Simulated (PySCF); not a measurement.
Can point charges reproduce the dipole moment of `C#Cc1nsnc1CC`?

Coordinates (GFN2-xTB, Å) and charges (e) from the PBE0/pcSseg-1 density (PySCF):

| atom | x | y | z | Mulliken | IAO | Hirshfeld | ESP-fitted |
| --- | --- | --- | --- | --- | --- | --- | --- |
| C1 | 2.054 | -1.593 | 1.158 | -0.3477 | -0.2018 | -0.0764 | -0.1725 |
| C2 | 1.665 | -0.510 | 0.816 | +0.4707 | -0.0293 | -0.0372 | -0.3564 |
| C3 | 1.174 | 0.740 | 0.397 | -0.0466 | +0.0499 | +0.0401 | +0.6349 |
| N4 | 1.714 | 1.881 | 0.786 | -0.4602 | -0.4391 | -0.1840 | -0.4725 |
| S5 | 0.901 | 3.109 | 0.117 | +0.5455 | +0.6909 | +0.2509 | +0.3541 |
| N6 | -0.178 | 2.202 | -0.698 | -0.4816 | -0.4595 | -0.1920 | -0.4115 |
| C7 | 0.058 | 0.932 | -0.478 | +0.0319 | +0.1058 | +0.0600 | +0.0322 |
| C8 | -0.783 | -0.149 | -1.060 | -0.1380 | -0.2679 | -0.0657 | +0.1174 |
| C9 | -1.707 | -0.741 | 0.006 | -0.2859 | -0.4133 | -0.1143 | -0.1670 |
| H10 | 2.402 | -2.534 | 1.463 | +0.0531 | +0.2101 | +0.1012 | +0.2544 |
| H11 | -1.374 | 0.267 | -1.876 | +0.1409 | +0.1618 | +0.0499 | +0.0244 |
| H12 | -0.130 | -0.933 | -1.453 | +0.1408 | +0.1533 | +0.0452 | +0.0077 |
| H13 | -2.368 | 0.027 | 0.400 | +0.1239 | +0.1464 | +0.0418 | +0.0657 |
| H14 | -2.313 | -1.534 | -0.425 | +0.1219 | +0.1469 | +0.0466 | +0.0481 |
| H15 | -1.123 | -1.155 | 0.826 | +0.1313 | +0.1458 | +0.0339 | +0.0409 |

Task: What dipole does each set of charges give (1 e·Å = 4.803 D), and what does the density give?

Result: The full density gives (-0.77, -1.93, -0.31) D, 2.10 D in size; dipole vectors point from the negative to the positive end.

```json
{"scheme": "Mulliken", "μx": "-1.95", "μy": "-1.21", "μz": "-0.74", "size (D)": "2.41", "share of the full size (%)": "115", "angle to the full dipole (°)": "37"}
{"scheme": "IAO", "μx": "-0.58", "μy": "0.51", "μz": "-0.25", "size (D)": "0.81", "share of the full size (%)": "38", "angle to the full dipole (°)": "106"}
{"scheme": "Hirshfeld", "μx": "-0.26", "μy": "-0.30", "μz": "-0.14", "size (D)": "0.42", "share of the full size (%)": "20", "angle to the full dipole (°)": "21"}
{"scheme": "ESP-fitted", "μx": "-0.77", "μy": "-1.90", "μz": "-0.32", "size (D)": "2.08", "share of the full size (%)": "99", "angle to the full dipole (°)": "1"}
```

Task: Which set comes closest?

Result: Length of the difference vector: ESP-fitted 0.03 D, Mulliken 1.45 D, Hirshfeld 1.72 D, IAO 2.45 D. Closest: ESP-fitted. 

Task: What is left for the Hirshfeld atoms' own dipoles?

Result: The Hirshfeld atoms' densities add up to the full density, so μ = Σ q r + Σ (atomic dipoles). The atomic dipoles sum to (-0.77, -1.93, -0.31) − (-0.26, -0.30, -0.14) = (-0.51, -1.63, -0.17) D, 1.72 D in size.

Task: With the origin at the mean of the coordinates, (0.000, 0.001, -0.001) Å, which are the largest single terms, by size, of the Mulliken dipole along the direction of the full one?

Result: S5 -8.39, N4 +5.46, N6 +4.29, C9 -1.79, H14 +1.36 D; all 15 atoms together +1.94 D. The single terms depend on the origin, their sum doesn't.

Task: Give the size of the full dipole in other units.

Result: 2.10 D = 0.828 au = 0.438 e·Å = 7.02 × 10⁻³⁰ C·m.

One conformer (not necessarily the lowest) at the GFN2-xTB geometry, without solvent, vibrations or thermal averaging.

The values belong to the conformer `[CH:1]#[C:2][c:3]1[n:4][s:5][n:6][c:7]1[CH2:8][CH3:9]`: N6–C7–C8–C9 -104°.
